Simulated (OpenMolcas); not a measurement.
# As³⁺: CASPT2 settings compared

```yaml
Program: OpenMolcas
Basis: ANO-R3 [7s6p5d3f2g]
Scalar_Hamiltonian: X2C, finite nucleus
Active_space: 2 electrons in 4 orbitals (4s 4p)
State_averaging: 2S+1 = 1 even, 1 root; 2S+1 = 1 odd, 3 roots; 2S+1 = 3 odd, 3 roots kept (CI in the orbitals of an earlier block)
Spin-orbit_coupling: RASSI with atomic mean-field integrals over the reference wave functions, term energies averaged over their components
```

Methods on the same reference wave functions:
A. CASSCF
B. SS-CASPT2, IPEA 0.1 Eh, imaginary shift 0.25 Eh (closed shells correlated: 3d)
C. SS-CASPT2, IPEA 0.35 Eh, imaginary shift 0.5 Eh (closed shells correlated: none)
D. XMS-CASPT2, IPEA 0.6 Eh, sigma2 regulariser 0.2 Eh (closed shells correlated: 3d)

Energies in cm⁻¹ above 4s² ¹S₀, the measured ground level; measured values from Moore, Atomic Energy Levels, vol. II, NSRDS-NBS 35 (1971 reprint of NBS Circular 467, 1952).

| Level | A | B | C | D | Measured |
| --- | --- | --- | --- | --- | --- |
| 4s² ¹S₀ | 0.0 | 0.0 | 0.0 | 0.0 | 0.0 |
| 4s 4p ³P°₀ | 75837 | 76230 | 73860 | 76060 |  |
| 4s 4p ³P°₁ | 76693 | 77070 | 74710 | 76910 | 76962 |
| 4s 4p ³P°₂ | 78512 | 78900 | 76530 | 78740 | 79492 |
| 4s 4p ¹P°₁ | 121238 | 111720 | 114030 | 111790 | 112022 |

Deviations, from unrounded energies. A percentage is the sum of absolute deviations over the sum of measured energies, with the sign that they share, or ± where signs differ.

```csv
Against measurement,Levels,A,B,C,D
mean absolute deviation (cm-1),3,3500,330,2400,350
other configurations (%),3,±3.9,±0.4,±2.7,-0.4
```

B, D lie about equally close to measurement and A furthest from it. The largest miss of B in the table is 4s 4p ³P°₂, by -590 cm-1. The ranking rests on the paired levels alone, and a cruder setting can come out closer through cancelling errors.

Among B to D the level of the table that moves most is 4s 4p ³P°₂, by 2400 cm-1 (lowest in C, highest in B). Moves below CASPT2's spread within the term are not significant.

The lowest spin-free term lies below A's lowest term by 0.474 hartree in B, 0.003 hartree in C, 0.473 hartree in D.

CASPT2 does not keep the components of a term degenerate, so their means are used; among the terms shown or strongly mixed into the levels shown the widest spread is 22 cm-1 (4s 4p ¹P°, D). Terms from blocks run as CI alone lack orbitals of their own. Computed and measured levels are paired by configuration, term and J; levels that our copy of the source lacks, or whose pairing is in doubt (as where it misses far off the trend of its configuration), stay unpaired and out of the deviations. Levels of configurations outside the active space are missing.

° marks odd parity.
